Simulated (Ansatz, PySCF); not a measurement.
CH₁₁NOSi₃, SMILES C[Si@@H]([SiH3])O[SiH2]N. Atoms are numbered in the order given.

```xyz
17

C     -2.0977    -1.7489     0.5009
Si    -1.1214    -0.4556    -0.4476
Si    -1.1837     1.6147     0.6825
O      0.4544    -0.9768    -0.6162
Si     2.0313    -0.4495    -0.4911
N      2.2124     1.0244     0.3841
H     -3.1582    -1.4579     0.5765
H     -2.0424    -2.7231    -0.0113
H     -1.6997    -1.8744     1.5203
H     -1.7217    -0.2771    -1.8057
H     -0.5599     1.5149     2.0374
H     -2.6089     2.0321     0.8753
H     -0.4971     2.7029    -0.0771
H      2.5545    -0.2128    -1.8622
H      2.7783    -1.5161     0.2223
H      2.0982     1.9349    -0.0475
H      2.1554     1.0785     1.3953
```
Charge 0, spin multiplicity 1.

Geometry: B3LYP-D3(BJ)/def2-SVP. The structure was generated by enumeration; whether it is a known compound was not checked. Other conformers were not sampled.

Vertical ionisation energy (IE) and electron affinity (EA) in eV. Rows of orbital energies are one-electron estimates. Where ΔSCF, EOM or ADC give a negative EA the extra electron is unbound and the value depends on the basis.

```json
[
 {"level": "−ε(HOMO), −ε(LUMO), ωB97X/def2-TZVP (PySCF)", "IE": "9.94", "EA": "-2.20"},
 {"level": "−ε(HOMO), −ε(LUMO), PBE/def2-TZVP (PySCF)", "IE": "6.27", "EA": "0.68"},
 {"level": "ΔSCF, CAM-B3LYP/def2-SVPD (Ansatz), final states of multiplicity 2 and 2", "IE": "9.62", "EA": "-1.44"},
 {"level": "ΔSCF, PBE/def2-SVPD (Ansatz), final states of multiplicity 2 and 2", "IE": "8.85", "EA": "-1.05"}
]
```

### Question
What vertical singlet–triplet gap does ΔSCF give with CAM-B3LYP/def2-SVPD (Ansatz, a quantum-chemistry and plane-wave program) and with PBE/def2-SVPD (Ansatz)? (An estimate is asked for; the answer gives what the named calculation found.)

### Answer
6.14 and 5.45 eV (triplet above singlet where positive).
